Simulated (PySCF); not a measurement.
# A small calculation by hand: entropy of an ideal gas

MgO, SMILES [O]=[Mg].

Geometry: r2SCAN-D4/def2-TZVPD.

r2SCAN-D4/def2-TZVPD (PySCF) gives the harmonic wavenumbers 831 cm⁻¹ and the rotational temperature 0.8322 K. The molar mass is 40.30 g/mol, the symmetry number 1, the spin multiplicity 1.

Q: Work out the entropy at 298.15 K and 1 atm in the rigid-rotor, harmonic-oscillator model.

A: 
Translation (Sackur–Tetrode at 1 atm): S = R[1.5 ln M + 2.5 ln T − 1.16487] = 154.8 J/(mol K).
Rotation: q = T/(σ θ) = 358, S = R[ln q + 1] = 57.2 J/(mol K).
Vibration: with u = 1.4388 ν/T, each mode gives R[u/(e^u − 1) − ln(1 − e^−u)]:
```json
[
 {"ν (cm⁻¹)": "831", "modes": "1", "u": "4.01", "S (J/(mol K))": "0.77"}
]
```
These are all the modes. Sum 0.8 J/(mol K).
Spin: R ln 1 = 0.0 J/(mol K).
Total 212.8 J/(mol K); the program's own thermochemistry gives 212.8. Translation makes up 73 % and vibration 0 %. Anharmonicity, hindered rotation and orbital degeneracy are left out.
